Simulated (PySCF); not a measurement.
Mapped SMILES: `[F:1][CH2:2][SiH2:3][SiH3:4]`; H(Xn) means a hydrogen on atom n.

GIAO PBE0/pcSseg-1 shifts (PySCF 2.14.0 with density-fitted response routines, gas phase, non-relativistic, equivalent atoms averaged), each against references optimised in the same way as the molecule (CFCl3, TMS).

On the GFN2-xTB geometry: F1 -292.3, C2 78.1, Si3 -78.5, Si4 -119.6, H(C2) 5.12, H(Si3) 3.94, H(Si4) 3.56 ppm.

Question: What changes on the PBE0-D3(BJ)/def2-SVP geometry?

Answer: 
| atoms | δ (ppm) | change |
| --- | --- | --- |
| F1 | -286.2 | +6.1 |
| C2 | 74.1 | -4.0 |
| Si3 | -69.5 | +9.0 |
| Si4 | -108.2 | +11.4 |
| H(C2) | 4.77 | -0.35 |
| H(Si3) | 3.96 | +0.02 |
| H(Si4) | 3.60 | +0.04 |

Unscaled 19F shifts against computed CFCl3 carry errors that often reach 10 to 50 ppm.

Bonds between heavy atoms that differ most (equivalent bonds averaged): Si3–Si4 2.314 → 2.344 Å, C2–Si3 1.923 → 1.909 Å. Mean change of bonds to hydrogen: C–H +0.011 Å, Si–H +0.028 Å.
